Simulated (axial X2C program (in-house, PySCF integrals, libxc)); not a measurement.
## Curves of TiH by EOM-EA-CCSD

Computed with an in-house all-electron X2C program for linear molecules (integrals from PySCF): two-component X2C with atomic mean-field Coulomb and Gaunt terms, Gaussian nuclei, basis Ti dyall-acv3z, H dyall-av3z with contracted cores.

Energies in eV from the lowest point of the lowest state; states are followed by energy order within each Ω. Reference: TiH⁺, 12 electrons correlated in 92 virtual spinors with an MP2 remainder; levels at this size can be off by some tenths of an eV. Masses 47.948 and 1.008 u.

| R (Å) | (1)Ω=1/2 | (1)Ω=3/2 | (1)Ω=5/2 | (2)Ω=3/2 | (2)Ω=1/2 |
| --- | --- | --- | --- | --- | --- |
| 1.613 | 0.1302 | 0.9277 | 1.2511 | 1.6631 | 1.8932 |
| 1.683 | 0.0369 | 0.8199 | 1.1406 | 1.5772 | 1.7937 |
| 1.753 | 0.0000 | 0.7642 | 1.0814 | 1.5411 | 1.7482 |
| 1.832 | 0.0109 | 0.7521 | 1.0648 | 1.5487 | 1.7483 |
| 1.911 | 0.0640 | 0.7823 | 1.0900 | 1.5963 | 1.7908 |
| 2.016 | 0.1813 | 0.8714 | 1.1725 | 1.7058 | 1.8959 |

**Question.** Fit the curves (1)Ω=1/2, (1)Ω=3/2, (1)Ω=5/2, (2)Ω=3/2, (2)Ω=1/2 near their minima.

**Answer.** At EOM-EA-CCSD from TiH⁺ (the fit fixes ωe to about one per cent; ωe of higher roots by this method can be off by ten per cent):

```csv
state,Te (cm⁻¹),Re (Å),ωe (cm⁻¹)
(1)Ω=1/2,0,1.774,1514.4
(1)Ω=3/2,6070,1.812,1408.7
(1)Ω=5/2,8600,1.821,1384.5
(2)Ω=3/2,12420,1.779,1448.5
(2)Ω=1/2,14070,1.791,1462.0
```

For TiH⁺ at CCSD, and between the minima:

Re = 1.709 Å, ωe = 1694.5 cm⁻¹; removing the electron costs 6.334 eV without zero-point terms.

T1 of the reference reaches 0.029 (Lee–Taylor). Curves followed by order can swap character. Number of frozen shells: Ti 2 s, 1 p; H none. Roots with under 60 % one-particle weight at any point are counted in the labels but not shown, and the list ends where the roots sought for some Ω run out; states that need a further excitation are missing and may lie low or lowest. Curves with a minimum but no constants failed the fit check.
